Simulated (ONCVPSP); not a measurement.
# Transferability test, ONCV potential for rhenium

| Quantity | Value |
| --- | --- |
| Element | rhenium |
| Generator | ONCVPSP 4.0.1 |
| Type | optimised norm-conserving Vanderbilt (ONCV) |
| Functional | PBEsol |
| Relativity | non-relativistic |
| Frozen core | [Kr] 4d10 4f14 |
| Valence charge | 15 |
| Reference configuration | 5s2 5p6 5d5 6s2 |
| Partial waves | 5s+6s: rc 2.15 bohr, ncon 4, nbas 8, qcut 7.1 1/bohr, 2 projectors; 5p: rc 1.85 bohr, ncon 4, nbas 9, qcut 8.1 1/bohr, 2 projectors, debl 2.5 Ha; 5d: rc 2.35 bohr, ncon 4, nbas 9, qcut 6.1 1/bohr, 3 projectors, debl 2.3 Ha; f scattering state at 0.04 Ha: rc 1.95 bohr, ncon 4, nbas 9, qcut 5.5 1/bohr, 1 projector |
| Local potential | polynomial inside 1.20 bohr (lpopt 5, dvloc0 0 Ha) |
| Core correction | Teter function, fcfact 2.5, rcfact 1.45 |

Energies are relative to the spin-unpolarised reference configuration 5s2 5p6 5d5 6s2; without spin polarisation the order of configurations can differ from experiment.

| valence configuration | charge | ΔE all-electron (eV) | error AE − PS (meV) |
| --- | --- | --- | --- |
| 5s2 5p6 5d5 6s1 | +1 | 7.921 | -0.8 |
| 5s2 5p6 5d4 6s0 | +3 | 50.186 | -0.3 |
| 5s2 5p5 5d5 6s2 | +1 | 50.165 | -79 |

Problem. What are ΔE and the potential's error for 5s2 5p6 5d5 6s0?

Solution. ΔE = 22.243 eV all-electron; the error (AE − PS) is -4.8 meV.

Note: ghosts flagged at negative energy: d at -292.0 eV; GHOST(+) flagged for s at 52.0 eV. A true bound ghost makes a file unfit for plane-wave use.
